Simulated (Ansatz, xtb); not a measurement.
Ranking isomers of C5H5NO2

4 gas-phase structures of C5H5NO2, from a drawn sample of its isomers (lower ones may exist). Each was relaxed with GFN2-xTB:

A. `NC1=CC(=O)OC=C1`, a singlet
B. `[H]/N=C1/C=COC(O)=C1`, a singlet
C. `[H]/N=C1\C=COC(=O)C1`, a singlet
D. `[H]/N=C1/C=COC(=O)C1`, a singlet

Which do you expect lowest at r2SCAN-D4/def2-SVP, and how would the others follow?

Calculated order at r2SCAN-D4/def2-SVP: A (0.0), C (17.1), D (17.6), B (25.8) kcal/mol. Less than 1 kcal/mol parts C and D, so the order within that pair means little.

Energies above the lowest of each column, in kcal/mol; the last columns are at B3LYP-D3(BJ)/def2-SVP geometries and were run for some of them only (a dash: not run or not comparable):

```
structure  GFN2-xTB  HF/STO-3G  r2SCAN-D4/def2-SVP  B3LYP-D3(BJ)/def2-SVP  CCSD(T)/def2-SVP + ΔMP2/def2-TZVPP
        A       0.0        0.0                 0.0                    0.0                                 0.0
        C      14.9        2.2                17.1                   14.6                                 9.4
        D      14.7        2.7                17.6                      –                                   –
        B      16.8       11.5                25.8                   24.3                                18.7
```

Every level run on A puts it lowest or level with the lowest. Flexible structures stand in one conformer each, not always the lowest. Frequencies (GFN2-xTB) were run for A, B, C alone. The ΔMP2 step shifts differences by up to 3.4 kcal/mol, which makes them less sure. ΔMP2 is the change of the MP2 energy from the smaller to the larger basis.

Over these structures GFN2-xTB departs from r2SCAN-D4/def2-SVP by 2.7 kcal/mol on average once a common shift is removed. A GFN2-xTB relaxation took about 0.58 s and the r2SCAN-D4/def2-SVP energy about 4.4 s on a shared host (Ansatz 0.2.0, xtb 6.7.1).
